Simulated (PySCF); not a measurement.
**Gas-phase thermal properties of C₂F₆**

Energies from PySCF (xtb for GFN2), thermal terms from the rigid-rotor harmonic-oscillator model, ideal gas at 1 bar. 6-31G* has spherical d functions here. All species are closed-shell singlets. B3LYP is the form with VWN-RPA correlation. The harmonic model lacks anharmonicity and excited electronic states, which grow with temperature; levels with a mode under 35 cm⁻¹ are left out. Internal rotation in C₂F₆ is treated as a harmonic vibration of one conformer, which makes the entropy rough.

```tsv
level	point group	σ	ZPE (kJ/mol)	S°298 (J/mol/K)	Cp298 (J/mol/K)	S°1000 (J/mol/K)	H1000 − H298 (kJ/mol)
B3LYP/6-31G*	D3d	6	77.3	335.4	105.5	504.8	102.6
GFN2-xTB	D3d	6	68.9	346.4	112.0	522.4	106.1
HF/6-31G*	D3d	6	86.6	326.0	99.2	488.4	98.7
PBE/def2-SVP	D3d	6	75.1	336.4	106.7	507.5	103.5
PBE0/def2-TZVP	D3d	6	78.1	331.4	104.4	500.1	102.3
```
σ: rotational symmetry number. Electronic degeneracy used: 1. Frequencies are unscaled.
